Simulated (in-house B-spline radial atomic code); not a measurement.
Computed with a B-spline radial atomic code. Model: two electrons, singlet ground state, non-relativistic, full CI in B-splines with partial waves to l = 8 (at full coupling up to 3e-4 hartree above the limit, correlation up to 0.6 % small), density held at that of full coupling by Lieb maximisation.

Along the adiabatic connection the electron repulsion is scaled by a coupling λ while a local potential keeps the density fixed. At λ = 0 the system is the Kohn-Sham one and W equals the exchange energy; the exchange-correlation energy is the area under W between 0 and 1. The kinetic energy rises with λ as the electrons avoid each other, with dT/dλ = −λ dW/dλ.

Command:
```bash
python run_ac.py task.json out
```
Settings (lengths in bohr, energies in hartree):
```
potential              ball
strength               1
lmax                   8
wall_radius            6.36
```

Cost of the run: 3.3 s on 1 thread of Intel(R) Xeon(R) Processor @ 2.30GHz, with other jobs on the host.

**W = mean repulsion less Hartree energy, and W of three functionals.**

Given: confinement empty hard sphere; hard wall radius 6.36 bohr; external potential zero inside.

Computed: LDA exchange minus exact 31.915 millihartree; PBE exchange minus exact 8.8292 millihartree.

```
coupling  W xc (hartree)  W xc minus exchange (millihartree)  kinetic minus Kohn-Sham (millihartree)  LDA (PW92) W minus its exchange (millihartree)  PBE W minus its exchange (millihartree)  SCAN W minus its exchange (millihartree)
       0        -0.25843                                   0                                       0                                               0                                        0                                         0
    0.02        -0.26081                              -2.381                                    0.02                                           -8.93                                    -4.38                                     -1.92
    0.05         -0.2642                              -5.774                                    0.14                                          -17.25                                    -9.58                                     -4.63
    0.12        -0.27136                              -12.93                                    0.74                                          -30.75                                   -19.09                                    -10.36
    0.25        -0.28227                             -23.846                                    2.73                                          -47.57                                   -32.11                                    -19.42
     0.4        -0.29195                             -33.526                                    5.85                                          -61.14                                   -43.24                                    -27.99
     0.6        -0.30151                             -43.086                                   10.57                                          -74.33                                   -54.47                                    -37.17
     0.8        -0.30854                             -50.112                                   15.46                                          -84.25                                   -63.13                                    -44.51
       1         -0.3139                              -55.47                                   20.26                                          -92.11                                   -70.11                                    -50.51
     1.4        -0.32153                             -63.103                                   29.31                                         -103.99                                   -80.79                                     -59.7
       2        -0.32878                             -70.352                                   41.46                                          -116.3                                   -92.02                                    -69.08
       3               ?                                   ?                                       ?                                               ?                                        ?                                         ?
     4.5        -0.34179                             -83.365                                   80.64                                         -141.73                                   -115.6                                    -86.17
       7               ?                                   ?                                       ?                                               ?                                        ?                                         ?
      10        -0.35087                             -92.446                                  141.83                                         -162.19                                  -134.86                                    -95.81
```

(1) What belongs in the row 3?

(2) What belongs in the row 7?

(3) What is the SCAN exchange minus exact?

**Energy parts, natural occupations and partial-wave weights.**

Computed: total energy 0.4781 hartree; exchange energy -0.25843 hartree; correlation energy -0.035211 hartree; initial slope twice GL2 -0.12141 hartree; kinetic part over minus potential part 0.36522; Hartree energy 0.51686 hartree; Lieb Oxford ratio E_xc over LDA exchange 1.2963.

```csv
natural,occupation of the shell (electrons)
s,1.8346
p,?
s,0.0024679
d,0.0012037
p,0.00017849
f,0.00013713
```

(4) What belongs in the row p?

```json
{"wave": "s", "weight": "0.91856"}
{"wave": "p", "weight": "0.08072"}
{"wave": "d", "weight": "?"}
{"wave": "f", "weight": "7.3352e-05"}
{"wave": "g", "weight": "1.5971e-05"}
```

(5) What belongs in the row d?

(6) What is the kinetic part of the DFT correlation energy?

(7) What is the Kohn-Sham kinetic?

Results:

(1) W xc (hartree): -0.33586; W xc minus exchange (millihartree): -77.428; kinetic minus Kohn-Sham (millihartree): 58.81; LDA (PW92) W minus its exchange (millihartree): -129.54; PBE W minus its exchange (millihartree): -104.24; SCAN W minus its exchange (millihartree): -78.53.

(2) W xc (hartree): -0.34719; W xc minus exchange (millihartree): -88.759; kinetic minus Kohn-Sham (millihartree): 110.95; LDA (PW92) W minus its exchange (millihartree): -153.65; PBE W minus its exchange (millihartree): -126.8; SCAN W minus its exchange (millihartree): -92.31.

(3) -5.522 millihartree.

(4) occupation of the shell (electrons): 0.16126.

(5) weight: 0.00061855.

(6) 0.020259 hartree.

(7) 0.25484 hartree.

Half-way to full coupling W has made 69 % of its drop, against 50 % for a straight line, and second-order (GL2) theory, half the initial slope, overshoots the correlation energy by about 72 %: correlation is strong. Over couplings 0 to 1 the errors in E_xc come to about +4.5 millihartree for LDA, -1.2 millihartree for PBE, -0.8 millihartree for SCAN, so SCAN is nearest. In LDA and PBE and SCAN the errors of exchange and correlation have opposite signs, so the sum is smaller than the larger of the two.
